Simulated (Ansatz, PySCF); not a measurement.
This triplet is an excited state, 0.90 eV above the relaxed singlet at the level frozen-core CCSD(T)/cc-pVTZ // PBE0-D3(BJ)/def2-TZVP (Ansatz, a program for electronic structure).

Cartesian coordinates (Å):
SMILES: [C-]#[N+][Si][SiH3]
```xyz
7

C      3.2141     0.4944    -0.1394
N      2.2075    -0.1167    -0.0857
Si     0.7976    -1.1080    -0.0041
Si    -1.2383     0.0279     0.0512
H     -1.3002     0.9111     1.2439
H     -1.4149     0.8298    -1.1868
H     -2.2658    -1.0384     0.1347
```
Charge 0, spin multiplicity 3.

### Question
Predict the total energy, dipole moment and highest occupied spin orbital from PBE0-D3(BJ)/def2-TZVP (PySCF 2.14.0).

### Answer

```
Quantity                              Value
-----------------------------  ------------
total energy                   -673.2364 Ha
dipole moment                     0.727 e·Å
highest occupied spin orbital      -5.96 eV
```
